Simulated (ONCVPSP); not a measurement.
# Configuration tests for V (ONCV)

```json
{"Element": "vanadium", "Generator": "ONCVPSP 4.0.1", "Type": "optimised norm-conserving Vanderbilt (ONCV)", "Functional": "LDA (Perdew-Zunger)", "Relativity": "fully relativistic", "Frozen core": "[Ar]", "Valence charge": "5", "Reference configuration": "3d3 4s2", "Partial waves": "4s: rc 2.30 bohr, ncon 3, nbas 8, qcut 2.5 1/bohr, 2 projectors, debl 1.6 Ha; p scattering state at 0.22 Ha: rc 2.05 bohr, ncon 4, nbas 8, qcut 3.9 1/bohr, 2 projectors, debl 0.4 Ha; 3d: rc 1.30 bohr, ncon 3, nbas 8, qcut 14 1/bohr, 2 projectors, debl 3.1 Ha", "Local potential": "polynomial inside 1.00 bohr (lpopt 4, dvloc0 0 Ha)", "Core correction": "Teter function, fcfact 3.25, rcfact 1"}
```

Open shells are filled in proportion to 2j + 1.

Energies are relative to the spin-unpolarised reference configuration 3d3 4s2; without spin polarisation the order of configurations can differ from experiment.

Give the all-electron excitation energy and the error of the potential for: 3d3 4s1; 3d3 4s0; 3d2 4s0; 3d4 4s1.

| valence configuration | charge | ΔE all-electron (eV) | error AE − PS (meV) |
| --- | --- | --- | --- |
| 3d3 4s1 | +1 | 7.941 | +5.1 |
| 3d3 4s0 | +2 | 22.487 | +58 |
| 3d2 4s0 | +3 | 51.645 | +116 |
| 3d4 4s1 | 0 | 0.541 | -94 |

Levels in the configuration 3d4 4s1:

```csv
level,all-electron (eV),pseudo (eV)
3d j=5/2,-2.605,-2.528
3d j=3/2,-2.661,-2.582
4s j=1/2,-4.047,-4.113
```

Note: ghosts flagged at negative energy: s at -32.1 eV, p3/2 at -39.3 eV, p1/2 at -39.7 eV; GHOST(+) flagged for p3/2 at 101.6 eV, p1/2 at 103.5 eV. A true bound ghost makes a file unfit for plane-wave use.
